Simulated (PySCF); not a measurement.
Species: Br2ClGa.
SMILES with atom numbers: `[Cl:1][Ga:2]([Br:3])[Br:4]`

Computed by this run: PBE0-D3(BJ)/def2-SVP geometry optimisation, gas phase in PySCF 2.14.0; density fitting, grid level 1; the optimiser is geomeTRIC in internal coordinates, started from a GFN2-xTB structure with every atom displaced at random (about 0.01 Å).

Step 0: E = -204943.3956 eV
```
atom  x, y, z in Å  |  force x, y, z in eV/Å
Cl1    -1.2482   -1.7470   -0.3572   -0.418  -0.556  -0.081
Ga2    -0.0499   -0.0755   -0.0058    0.580   0.807   0.166
Br3     1.2019    0.8376   -1.6697   -0.088  -0.106   0.024
Br4     0.1120    0.9612    2.0144   -0.074  -0.145  -0.110
```

Step 1: E = -204943.4016 eV
```
atom  x, y, z in Å  |  force x, y, z in eV/Å
Cl1    -1.2135   -1.7505   -0.3325    0.083   0.335   0.028
Ga2    -0.0762    0.0420   -0.0209    0.101  -0.482  -0.109
Br3     1.2184    0.7876   -1.7235   -0.060   0.061   0.039
Br4     0.0871    0.8972    2.0585   -0.124   0.086   0.042
```

Question: Estimate the geometry and energy of step 2. (The exact step hangs on the optimiser's Hessian estimate; all steps are aligned on step 1, rigid shifts and turns removed.)

Answer: E = -204943.4231 eV, largest force 0.199 eV/Å
```
atom  x, y, z in Å  |  force x, y, z in eV/Å
Cl1    -1.2401   -1.7381   -0.3200    0.118   0.155  -0.007
Ga2    -0.0227   -0.0083   -0.0171   -0.036  -0.188  -0.055
Br3     1.2109    0.8170   -1.7258   -0.047   0.021   0.022
Br4     0.0676    0.9057    2.0445   -0.035   0.013   0.040
```

The energy changes by -0.0216 eV. The first-order estimate −F·Δx gives -0.0362 eV and the mean of the old and new forces, exact on a quadratic surface, -0.0217 eV. The step makes an angle of 51° with the force vector and moves no atom by more than 0.074 Å.

The cost below is that of the whole optimisation. The run took 60 s on Arm Neoverse V1, one thread (shared host), and the process peaked at 0.49 GiB of memory.
